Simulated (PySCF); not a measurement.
## C 1s core levels and what the atom is bonded to

Gas-phase molecules, one conformer each, relaxed by PBE0-D3(BJ)/def2-SVP with no frequency check. Core levels by delta-SCF with SCAN, pcX-2 on the ionised atom and pcseg-1 elsewhere, spin-free X2C; energies from the vacuum level.

| structure (SMILES) | C bonded to | mean electronegativity of these (Pauling) | C 1s (eV) |
| --- | --- | --- | --- |
| [SiH3]C[CH](Cl)[GeH3] | 1 C + 1 Cl + 1 Ge + 1 H | 2.48 | 291.89 |
| [SiH3]CC(Cl)C[SiH3] | 2 C + 1 Cl + 1 H | 2.62 | 292.38 |
| O[C](F)([SiH3])[GeH3] | 1 F + 1 Ge + 1 O + 1 Si | 2.83 | 293.41 |
| OC(F)(P[SiH3])P[SiH3] | 1 F + 1 O + 2 P | 2.95 | ? |
| FC(F)[SiH3] | 2 F + 1 Si + 1 H | 3.01 | 295.16 |
| CC(O)(O)Cl | 1 C + 1 Cl + 2 O | 3.15 | 295.56 |
| FC(Cl)(Cl)[O][GeH3] | 2 Cl + 1 F + 1 O | 3.44 | 297.60 |
| FC(Cl)(O[SiH3])O[SiH3] | 1 Cl + 1 F + 2 O | 3.50 | 297.79 |

**Question.** Fit a straight line to the complete rows and predict the core level of C in OC(F)(P[SiH3])P[SiH3], bonded to 1 F + 1 O + 2 P.

**Answer.** E = 276.622 + 6.06·χ (7 points, rms 0.22 eV, correlation 0.995). At 2.95 this gives 294.50 eV; the calculation itself gave 294.13 eV, so the fit is off by 0.37.

For scale, for OC(F)(P[SiH3])P[SiH3]: hardware: 1 thread of Arm Neoverse V1 (aarch64), shared host; wall time 65 s, peak memory 0.78 GiB, launched as `OMP_NUM_THREADS=1 python cluster_run.py task.json out`.
